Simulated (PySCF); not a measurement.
## Correlation energy of Ga (gallium, neutral)

[Ar] 3d10 4s2 4p1, 2P determinant. Computed with PySCF 2.14 in def2-SVP (5s4p3d, 32 functions), with no relativity, point nucleus. Frozen: [Ar] 3d10; 3 electrons correlated.

MP2 pair energies summed by pair of shells (mhartree):

```tsv
pair	energy	share (%)
4s-4s	-18.07	61.5
4s-4p	-11.31	38.5
```

Total MP2 correlation energy: -29.38 mhartree.

Same-spin part -2.00 and opposite-spin part -27.38 mhartree; SCS-MP2 scales them by 1/3 and 6/5 to -33.52 mhartree.

| level | correlation energy (mhartree) |
| --- | --- |
| CCSD | -43.40 |
| (T) | -0.54 |
| CCSD(T) | -43.94 |

Diagnostics: T1 = 0.011, D1 = 0.0259, largest double amplitude 0.100.

Question: Is a single reference adequate?

Answer: Mostly. T1 lies below 0.03, but a double amplitude of this size points to a near-degeneracy that CCSD handles and MP2 describes poorly.
